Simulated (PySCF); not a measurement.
Molfile (atoms numbered from 1):
```
C4H5N2O
     RDKit          3D

 12 12  0  0  0  0  0  0  0  0999 V2000
    2.0245    0.4172    0.1158 C   0  0  0  0  0  0  0  0  0  0  0  0
    1.1892   -0.5169   -0.4801 O   0  0  0  0  0  0  0  0  0  0  0  0
   -0.1482   -0.3451   -0.1990 C   0  0  0  0  0  0  0  0  0  0  0  0
   -1.2068   -1.0865   -0.7155 C   0  0  0  0  0  0  0  0  0  0  0  0
   -2.3636   -0.5932   -0.1756 N   0  0  0  0  0  0  0  0  0  0  0  0
   -1.9344    0.3940    0.6134 C   0  0  0  0  0  0  0  0  0  0  0  0
   -0.5962    0.5986    0.6454 N   0  0  0  0  0  0  0  0  0  0  0  0
    3.0581    0.1736   -0.1852 H   0  0  0  0  0  0  0  0  0  0  0  0
    1.9497    0.4063    1.2199 H   0  0  0  0  0  0  0  0  0  0  0  0
    1.7878    1.4537   -0.1950 H   0  0  0  0  0  0  0  0  0  0  0  0
   -1.1828   -1.9215   -1.4202 H   0  0  0  0  0  0  0  0  0  0  0  0
   -2.6215    1.0119    1.2052 H   0  0  0  0  0  0  0  0  0  0  0  0
  1  2  1  0
  2  3  1  0
  3  4  2  0
  4  5  1  0
  5  6  2  0
  6  7  1  0
  7  3  1  0
  1  8  1  0
  1  9  1  0
  1 10  1  0
  4 11  1  0
  6 12  1  0
M  CHG  1   7  -1
M  END
```

Geometry: PBE0-D3(BJ)/def2-SVP; GIAO absolute shieldings from PySCF, gas phase, non-relativistic, averaged over equivalent atoms.

At PBE0/pcSseg-1 (144 basis functions, 15 s wall time on 1 thread of an Arm Neoverse V1, shared host):
```tsv
atoms	σ (ppm)
C3	24.0
C6	48.6
C4	82.0
C1	131.2
O2	279.9
N5	-26.9
N7	6.7
H12	24.94
H11	25.32
H8/H9/H10	27.71
```

Question: Predict the values at wB97X-D/pcSseg-2 on the same geometry.

Answer: 
```tsv
atoms	σ at wB97X-D/pcSseg-2	change
C3	16.6	-7.4
C6	40.6	-8.0
C4	76.9	-5.1
C1	129.3	-1.9
O2	279.3	-0.6
N5	-30.2	-3.3
N7	1.2	-5.5
H12	24.83	-0.11
H11	25.22	-0.10
H8/H9/H10	27.70	-0.01
```

The largest change is at C6 (aromatic CH between two ring heteroatoms). Cost: 322 basis functions, 64 s wall time on 1 thread of an Arm Neoverse V1, shared host. The order of the carbon signals is the same at both levels.
